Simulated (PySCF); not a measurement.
Cartesian coordinates (Å):
SMILES: C[N]C
```xyz
9

C     -1.0404    -0.1228    -0.5796
N     -0.2703    -0.6378     0.5156
C      0.9993     0.0203     0.6281
H     -1.2404     0.9635    -0.4572
H     -0.4963    -0.2184    -1.5436
H     -2.0012    -0.6487    -0.6618
H      1.5844    -0.4008     1.4569
H      0.8742     1.1109     0.8016
H      1.5907    -0.0661    -0.3084
```
Charge 0, spin multiplicity 2.

Problem. Give the total energy, highest occupied spin orbital and dipole moment at the level PySCF 2.14.0 with PBE-D3(BJ)/def2-TZVP.

Solution. 
The total energy is -3656.62 eV. The highest occupied spin orbital comes out as -5.55 eV and the dipole moment is 1.71 D.
